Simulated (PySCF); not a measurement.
Two species compared at the same levels of theory.

First species: C7H13N3.
SMILES with atom numbers: `[CH3:1][c:2]1[n:3][n:4]([CH:5]([CH3:6])[CH3:7])[n:8][c:9]1[CH3:10]` (hydrogens: H11, H12, H13 on C1; H14 on C5; H15, H16, H17 on C6; H18, H19, H20 on C7; H21, H22, H23 on C10)

Structure used (GFN2-xTB), in Å, numbered top down from 1:
```xyz
23
C7H13N3 angstrom
C     -2.788    1.510   -0.406
C     -1.528    0.744   -0.238
N     -0.324    1.304   -0.229
N      0.514    0.310   -0.060
C      1.940    0.501    0.008
C      2.450    0.031    1.367
C      2.608   -0.262   -1.133
N     -0.048   -0.871    0.044
C     -1.352   -0.643   -0.065
C     -2.376   -1.716   -0.003
H     -2.558    2.566   -0.518
H     -3.326    1.164   -1.288
H     -3.434    1.372    0.461
H      2.095    1.578   -0.109
H      1.969    0.588    2.168
H      3.525    0.179    1.436
H      2.227   -1.025    1.493
H      2.386   -1.322   -1.039
H      2.238    0.089   -2.093
H      3.684   -0.119   -1.100
H     -3.063   -1.537    0.824
H     -1.888   -2.676    0.139
H     -2.955   -1.740   -0.925
```

Second species: C8H7FO.
Numbering: `[CH3:1][c:2]1[cH:3][cH:4][cH:5][c:6]([C:7](=[O:8])[F:9])[cH:10]1` (hydrogens: H11, H12, H13 on C1; H14 on C3; H15 on C4; H16 on C5; H17 on C10)

Levels: PBE0/pcSseg-1 for dipole moment, HOMO energy, LUMO energy and HOMO–LUMO gap; GFN2-xTB for rotational constant A and rotational constant C. Geometries: GFN2-xTB. Each species is one conformer at its optimised geometry, gas phase, non-relativistic unless stated. Electronic properties by PySCF.

Dipoles, sizes and rotational constants follow the conformer. The torsions of the flexible species, by atom-mapped SMILES:
- `[CH3:1][c:2]1[n:3][n:4]([CH:5]([CH3:6])[CH3:7])[n:8][c:9]1[CH3:10]`: N3–N4–C5–C6 119°
- `[CH3:1][c:2]1[cH:3][cH:4][cH:5][c:6]([C:7](=[O:8])[F:9])[cH:10]1`: C5–C6–C7–O8 180°

**Question.** Which of the two has the higher HOMO–LUMO gap, and by how much?

**Answer.** The first: 7.24 eV against 5.78 eV, a difference of 1.46 eV.

**Question.** Which of the two has the higher rotational constant A, and by how much?

**Answer.** The second: 2.674 GHz against 2.532 GHz, a difference of 0.142 GHz.

**Question.** Which of the two has the higher rotational constant C, and by how much?

**Answer.** The first: 0.765 GHz against 0.693 GHz, a difference of 0.072 GHz.

**Question.** Which of the two has the higher dipole moment, and by how much?

**Answer.** The second: 4.41 D against 0.22 D, a difference of 4.19 D.

**Question.** Which of the two has the higher HOMO energy, and by how much?

**Answer.** The first: -6.81 eV against -7.72 eV, a difference of 0.91 eV.

**Question.** Which has the higher LUMO energy?

**Answer.** The first: 0.43 eV against -1.94 eV, a difference of 2.37 eV.

On the first: A dipole of 0.22 D is allowed in Cs, and pure rotational transitions are dipole-allowed. In atomic units the dipole is 0.09 e·bohr (1 au = 2.5417 D).

On the second: In atomic units the dipole is 1.74 e·bohr (1 au = 2.5417 D). A dipole of 4.41 D is allowed in Cs, and pure rotational transitions are dipole-allowed.
